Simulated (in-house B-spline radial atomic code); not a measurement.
Orbital energies and mean radii along the 63-electron series, configuration [Kr] 4d10 4f14 5s2 5p1. The effective charge is n√(-2ε), a non-relativistic measure. Computed with a radial B-spline atomic code at the basis-set limit: Dirac-Hartree-Fock, average of the configuration, finite nuclei.

| ion | Z | energy of 5s1/2 (Eh) | mean radius of 5s1/2 (bohr) | energy of 5p3/2 (Eh) | mean radius of 5p3/2 (bohr) | effective charge of 5s1/2 |
| --- | --- | --- | --- | --- | --- | --- |
| Ir14+ | 77 | -13.033 | 0.91006 | -11.043 | 1.0118 | 25.528 |
| Pt15+ | 78 | -14.294 | 0.8828 | -12.161 | 0.97955 | 26.734 |
| Au16+ | 79 | -15.607 | 0.85711 | -13.324 | 0.9495 | 27.935 |
| Hg17+ | 80 | -16.972 | 0.83286 | -14.532 | 0.92139 | 29.13 |
| Tl18+ | 81 | -18.388 | 0.80991 | -15.785 | 0.89502 | 30.322 |
| Pb19+ | 82 | -19.857 | 0.78816 | -17.082 | 0.87022 | 31.509 |
| Bi20+ | 83 | -21.378 | 0.76752 | -18.423 | 0.84686 | 32.694 |

Question: How does the screening of 5s1/2 change?

Answer: Z less the effective charge goes from 51.47 at Z = 77 to 50.31 at Z = 83.
